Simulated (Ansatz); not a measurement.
Mulliken charges of H₆OSeSi₂ (`O[SiH2][SiH2][SeH]`) from PBE/def2-TZVPP in Ansatz (PBE0-D4/def2-TZVP geometry).

| atom | x (Å) | y (Å) | z (Å) | charge (e) |
| --- | --- | --- | --- | --- |
| O1 | -1.667 | 1.184 | -0.121 | -0.349 |
| Si2 | -0.149 | 1.204 | 0.523 | 0.362 |
| Si3 | 0.623 | -1.009 | 0.497 | 0.131 |
| Se4 | -0.138 | -1.837 | -1.513 | -0.185 |
| H5 | -1.808 | 0.511 | -0.795 | 0.191 |
| H6 | -0.250 | 1.793 | 1.882 | -0.063 |
| H7 | 0.792 | 2.032 | -0.285 | -0.082 |
| H8 | 2.095 | -1.181 | 0.621 | -0.042 |
| H9 | -0.055 | -1.878 | 1.495 | -0.036 |
| H10 | 0.640 | -0.870 | -2.301 | 0.073 |

Q: By hand: the dipole of these point charges (1 e Å = 4.8032 D).

A: Σ q r = (0.201, 0.102, 0.082) e Å, of length 0.240 e Å = 1.15 D.

Q: How does the dipole of the full density compare? (An estimate is asked.)

A: The calculation gave: (0.190, -0.068, -0.052) e Å, 1.00 D; the point charges give 1.15 times that, at 57° from its direction.

Point charges leave out the atoms' own dipoles, such as those of lone pairs, and Mulliken's split depends on the basis, so the two needn't agree.
